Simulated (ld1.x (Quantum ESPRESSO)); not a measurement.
**Scattering properties, TM potential for zirconium (Zr)**

ld1.x (Quantum ESPRESSO) 7.5 input, shortened:

```
&input
   title='Zr', zed=40., rel=2, dft='PW91', iswitch=3,
   config='[Kr] 4d2 5s2 5p0', rel_dist='average'
 /
 &inputp
   pseudotype=2, tm=.true., lloc=-1, rcloc=2.30,
   nlcc=.true.
 /
3
5S  1  0   2.00   0.00  3.10  3.10  0.0
5P  2  1   0.00   0.00  4.10  4.10  0.0
4D  3  2   2.00   0.00  2.40  2.40  0.0
 &test
   configts(1)='4d2 5s2 5p0'
 /
```

Open shells are filled in proportion to 2j + 1 (rel_dist='average').

The phase is arctan(r·u′/u) with u = r·R(r), unwrapped; energies in Ry, scanned from -2 to 5 Ry. A pole is an energy at which the radial function vanishes at the test radius. The pseudo phase is shifted by a multiple of π to meet the all-electron one at the reference energy, and phase errors are pseudo minus all-electron; the curves can meet again beyond the range given. Levels narrower than the energy grid can be missing from the lists of poles. Where the grid stepped over a known ghost or core level, its pole and its step of π were put in at the level’s energy.

Problem. For each channel, where are the poles, and over which energies does the pseudopotential scatter like the atom?

Solution.

| channel | radius (bohr) | reference energy (Ry) | poles, all-electron | poles, pseudo | unbroken range about the reference energy with phases within 0.05 rad | phase error 1 Ry above the reference energy (rad) |
| --- | --- | --- | --- | --- | --- | --- |
| s | 4.45 | -0.33 | 0.04, 2.74 | -1.77, 0.04, 2.48 | -1.8 to 0.9 | -0.008 |
| p1/2 | 4.45 | -0.12 | 0.53, 3.35 | 0.35, 0.75, 3.57 | below 0.3 | -3.074 |
| p3/2 | 4.45 | -0.11 | 0.57, 3.42 | 0.31, 0.73, 3.58 | below 0.2 | -3.090 |
| d3/2 | 4.45 | -0.27 | -0.20, 1.60, 4.66 | -0.20, 1.62, 4.80 | below 2.7 | +0.015 |
| d5/2 | 4.45 | -0.26 | -0.19, 1.62, 4.67 | -0.19, 1.63, 4.81 | below 2.7 | +0.014 |

Note: ghost state, extra bound levels that the all-electron valence spectrum of the same l lacks: s at -24.1 eV. A true bound ghost makes a file unfit for plane-wave use.

Phases in the p3/2 channel:

```csv
E (Ry),all-electron,pseudo
-2.00,1.400,1.398
-1.76,1.386,1.385
-1.52,1.368,1.367
-1.28,1.345,1.343
-1.04,1.310,1.308
-0.80,1.256,1.253
-0.56,1.150,1.146
-0.32,0.855,0.849
-0.08,-0.421,-0.422
0.16,-1.286,-1.315
0.40,-1.497,-4.264
0.64,-1.596,-4.678
0.88,-1.669,-4.759
1.12,-1.746,-4.824
1.36,-1.863,-4.898
1.60,-2.143,-5.021
1.84,-3.264,-5.341
2.08,-4.237,-6.617
2.32,-4.477,-7.438
2.56,-4.575,-7.642
2.80,-4.630,-7.731
3.04,-4.668,-7.782
3.28,-4.697,-7.818
3.52,-4.722,-7.847
3.76,-4.746,-7.873
4.00,-4.771,-7.899
4.24,-4.800,-7.929
4.48,-4.837,-7.967
4.72,-4.895,-8.026
4.96,-5.006,-8.147
```
